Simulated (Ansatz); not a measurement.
```xyz
15

B    -0.3092    0.3404   -1.8601
C     0.2320    1.0551   -0.6221
Si   -1.1355    1.0873    0.7128
B     1.0670    0.1695    0.3346
Si    0.7792   -1.8142    0.6245
H    -0.2797    0.8652   -2.9357
H    -0.7484   -0.7704   -1.7675
H     0.5910    2.0782   -0.7475
H    -0.5305    0.7130    2.0309
H    -2.2405    0.1493    0.4196
H    -1.6163    2.4854    0.8206
H     1.9743    0.6829    0.9284
H     1.5961   -2.5464   -0.3879
H     1.2526   -2.2294    1.9736
H    -0.6323   -2.2658    0.4757
```

The species carries charge 0 and has multiplicity 1.

Q: List the r2SCAN/def2-TZVPP orbital energies in eV (the Gaussian-basis code of Ansatz). (Best estimate.)

A: Computed: Occupied: -1791.78, -1790.47, -272.95, -180.80, -180.51, -142.22, -140.99, -97.10, -97.07, -97.05, -95.85, -95.85, -95.82, -19.14, -14.18, -13.81, -12.95, -11.87, -10.74, -9.49, -9.27, -8.92, -8.77, -8.46, -8.08, -7.94, -7.12. Lowest empty: -2.29, -1.91, 0.05, 0.40, 0.47, 0.78, 0.93, 1.39.
